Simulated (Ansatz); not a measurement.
Reaction (hydrogenolysis of a B–F bond): `FBC[CH2][GaH2]` + H₂ → `BC[CH2][GaH2]` + H–F

Calculated with Ansatz (gas phase, PBE0-D4/def2-TZVP geometries, no zero-point term in ΔE). CCSD(T)/CBS adds triple-zeta CCSD(T) − MP2 to the extrapolated MP2 energy (def2 sets, frozen cores). This one scheme is used for every species. For Ga outer-core shells are correlated without core-valence functions, which leaves a few kJ/mol of doubt a bond. Scalar relativity is left out up to krypton. One conformer a species, not always the lowest.

`FBC[CH2][GaH2]`:

Z-matrix (Å, degrees):
```
C
B 1 1.549
C 1 1.536 2 110.6
H 1 1.104 2 103.8 3 -116.8
H 1 1.095 2 113.3 3 129.3
F 2 1.318 1 124.8 3 -147.8
H 2 1.224 1 120.1 3 33.1
Ga 3 1.989 1 108.3 2 -41.8
H 3 1.093 1 110.5 2 78.1
H 3 1.094 1 111.2 2 -163.4
H 8 1.572 3 122.6 1 124.5
H 8 1.576 3 117.7 1 -57.6
```

H₂:

Z-matrix (Å, degrees):
```
H
H 1 0.746
```

`BC[CH2][GaH2]`:

```xyz
12

B     0.813    0.480    1.219
C     0.323   -0.860    0.643
C    -0.069   -0.820   -0.837
Ga   -0.884    0.973   -1.113
H     1.473    0.611    2.207
H     0.442    1.511    0.681
H     0.922   -1.730    0.934
H    -0.598   -0.954    1.263
H     0.820   -0.917   -1.463
H    -0.741   -1.638   -1.108
H    -2.195    1.314   -0.303
H    -0.306    2.029   -2.124
```

H–F:

```xyz
2

F     0.312   -0.310   -0.136
H    -0.312    0.310    0.136
```

```tsv
level	ΔE (kJ/mol)
CCSD/def2-SVP	146.8
CCSD/CBS(def2)	123.8
```

Question: What does CCSD(T)/CBS give? (An estimate is asked.)

Answer: The calculation gave: +126.2 kJ/mol. The listed levels differ from it by 20.6, -2.4 kJ/mol.

Largest T1 diagnostic among the species: 0.013.

Leaving LDA and LC-ωPBE aside and taking each functional with its dispersion term where it has one, the values, not all of them listed here, spread over 11.4 kJ/mol, from PBE-QIDH to BLYP-D4. LDA lies +4.3 kJ/mol from PBE without D4. From r2SCAN to r2SCAN0 (25 % exact exchange), in def2-TZVPP and without D4, ΔE moves by −5.4 kJ/mol.

CCSD(T)/CBS has its own doubt, a few kJ/mol and more with outer-core shells, so smaller differences from it don't rank the levels.
